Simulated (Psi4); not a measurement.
Cl4MoO (SMILES [O]=[Mo]([Cl])([Cl])([Cl])[Cl]), singlet, geometry from GFN2-xTB (such geometries of metal compounds can be far from the true shape) (core potentials on Mo).

Psi4 was given this input:
```
memory 2 GB

molecule {
0 1
Mo    0.18360644   -0.04761866    0.17119690
O     1.35451239   -0.35129520    1.26296397
Cl   -1.40727280    0.36497871   -1.31215843
Cl    0.35213283    2.16935645    0.44469871
Cl    1.31258699   -1.05327167   -1.48175439
Cl   -1.34848053   -1.19810201    1.33192107
}

set {
  basis def2-sv(p)
}

energy('pbe0')
print_variables()
```

### Question
What does this run give for the dipole moment, number of basis functions, nuclear repulsion energy, total energy?

### Answer

The dipole moment is 0.38 D and the number of basis functions is 110. The nuclear repulsion energy is 624.5789 Eh. The total energy is -1983.0171 Eh.

### Question
Roughly what does it cost on one core?

### Answer
very roughly 15 core-seconds.
